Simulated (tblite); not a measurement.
Isomers of CH8NSi2 (doublet state). Calculated harmonic vibrations of the isolated species, GFN2-xTB (tblite), most abundant isotopes, no scaling. The method is semi-empirical: single wavenumbers can be off by several per cent or more. Modes of hydrogen on silicon can be 10 to 20 % off. One conformer each. Open shells enter through the occupations alone, without spin polarisation, and single modes of such species can be off by tens of per cent.

Electronic energies: GFN2-xTB at the same geometries; isomer energies are rough at this level and their order can be wrong.

```
               SMILES  electronic energy, lowest = 0 (kcal/mol)
[CH2][Si@@H](N)[SiH3]                                      40.5
    C[Si@@H](N)[SiH2]                                      22.2
 [CH2]N([SiH3])[SiH3]                                       0.0
 C[Si@@H]([NH])[SiH3]                                      26.6
```

How do GFN2-xTB zero-point energies change the relative energies?

| SMILES | ZPE (kcal/mol) | of it from modes above 1550 cm⁻¹ | electronic (kcal/mol) | with ZPE, lowest = 0 (kcal/mol) | lowest mode (cm⁻¹) | rings |
| --- | --- | --- | --- | --- | --- | --- |
| [CH2]N([SiH3])[SiH3] | 47.9 | 28.3 | 0.0 | 0.0 | 63 | 0 |
| C[Si@@H](N)[SiH2] | 53.3 | 32.2 | 22.2 | 27.6 | 14i | 0 |
| C[Si@@H]([NH])[SiH3] | 51.2 | 30.9 | 26.6 | 29.9 | 51 | 0 |
| [CH2][Si@@H](N)[SiH3] | 50.2 | 31.5 | 40.5 | 42.8 | 43 | 0 |

The zero-point energies span 5.4 kcal/mol, from `[CH2]N([SiH3])[SiH3]` to `C[Si@@H](N)[SiH2]`. Slightly imaginary modes are left out of the zero-point energy: `C[Si@@H](N)[SiH2]` 13.8i cm⁻¹. The order is unchanged.

What do entropy and thermal enthalpy add at 298.15 K and 1 bar (rigid rotor, harmonic oscillator, one conformer each)?

| SMILES | point group | symmetry number | S (cal/(mol K)) | H − H(0) (kcal/mol) | ZPE + H − H(0) − TS (kcal/mol) |
| --- | --- | --- | --- | --- | --- |
| [CH2]N([SiH3])[SiH3] | C2v | 2 | 85.8 | 5.75 | 28.1 |
| C[Si@@H]([NH])[SiH3] | C1 | 1 | 90.6 | 6.04 | 30.2 |
| [CH2][Si@@H](N)[SiH3] | C1 | 1 | 90.9 | 6.13 | 29.2 |

S holds R ln(2S + 1) for the spin.

Not tabulated: `C[Si@@H](N)[SiH2]` (lowest mode only 14i cm⁻¹).
